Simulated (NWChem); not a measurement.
Species: B3H4O3 cation; SMILES [OH+]1BOBOB1

```xyz
10

B     -0.0028     1.4570     0.0000
O     -1.1800     0.7257     0.0000
B     -1.2921    -0.5912     0.0000
O      0.0025    -1.3003     0.0000
B      1.2943    -0.5863     0.0000
O      1.1772     0.7302     0.0000
H     -0.0050     2.6472     0.0000
H     -2.2697    -1.2727     0.0000
H      0.0043    -2.2762     0.0000
H      2.2746    -1.2640     0.0000
```
Atoms are numbered in this order, from 1.

Computed with NWChem. Pople sets run with spherical d functions. Coordinates come from a PBE0/def2-SVP optimisation. B3LYP is NWChem's, with the RPA form of VWN correlation. Atomic charges in e: unrestrained fits to the electrostatic potential beside Mulliken populations; buried atoms are poorly determined by the fit.

For level B3LYP/def2-SVP:

- ESP B1 = 0.87
- Mulliken B1 = 0.18
- ESP O2 = -0.53
- Mulliken O2 = -0.01
- ESP B3 = 0.73
- Mulliken B3 = 0.19
- ESP O4 = -0.40
- Mulliken O4 = -0.06
- ESP B5 = 0.74
- Mulliken B5 = 0.19

How do the values read with level Hartree-Fock/6-31G* instead?

ESP B1: 1.03
Mulliken B1: 0.63
ESP O2: -0.68
Mulliken O2: -0.52
ESP B3: 0.90
Mulliken B3: 0.66
ESP O4: -0.56
Mulliken O4: -0.76
ESP B5: 0.91
Mulliken B5: 0.66
